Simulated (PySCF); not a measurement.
Two-component Hartree-Fock for Fe (iron, neutral)

Start: [Ar] 3d6 4s1 4p1; 3d3/2 filled at m_j = +3/2; 3d5/2 filled at m_j = -3/2, -1/2, +1/2, +3/2, +5/2; 4s1/2 filled at m_j = +1/2; 4p3/2 filled at m_j = +3/2. Calculated with PySCF 2.14 in x2c-TZVPall-2c (6s7p4d1f, 54 functions): generalised Hartree-Fock with the X2C-1e Hamiltonian and a Gaussian nucleus; one run each with spin-orbit coupling (SO) switched off, then screened by Boettger's factors. This is a chosen level, not necessarily the ground level.

```
spinor shell  electrons  ε, spin-free (eV)  ε, screened SO (eV)  weight of nominal j (screened SO)  rms radius, screened SO (bohr)
       1s1/2          2            -7175.9              -7175.8                              1.000                          0.0675
       2s1/2          2            -883.37              -883.34                              1.000                           0.288
       2p1/2          2            -749.10              -758.06                              0.988                           0.259
       2p3/2          4            -749.10              -744.71                              0.994                           0.261
       3s1/2          2            -116.29              -116.29                              1.000                           0.871
       3p3/2          4            -75.752              -75.032                              0.830                           0.936
       3p1/2          2            -75.752              -77.226                              0.660                           0.933
       3d5/2          5            -18.018              -18.999                              0.589                            1.22
       3d3/2          1            -18.018              -13.187                              0.789                            1.29
       4s1/2          1             -9.641               -9.644                              1.000                            3.25
       4p3/2          1             -4.769               -4.750                              1.000                            3.75
```

| quantity | spin-free | screened SO |
| --- | --- | --- |
| E (hartree) | -1271.25570 | -1271.27676 |
| M_J | 6 | 6 |
| ⟨J²⟩ | 42.009 | 42.010 |
| ⟨L²⟩ | 12.008 | 12.016 |
| ⟨S²⟩ | 12.001 | 11.997 |

Each row is a mean over spinors that exchange with the open shell spreads, by up to 15.443 eV (3p3/2).

Rows whose weight is well below 1 are mixtures of j = l ± 1/2: exchange outweighs spin-orbit coupling there, and the label is only the starting occupation.

Without spin-orbit coupling the j labels of p, d and f shells carry no meaning; the spin-free column gives the mean over the occupied spinors of each nl shell.
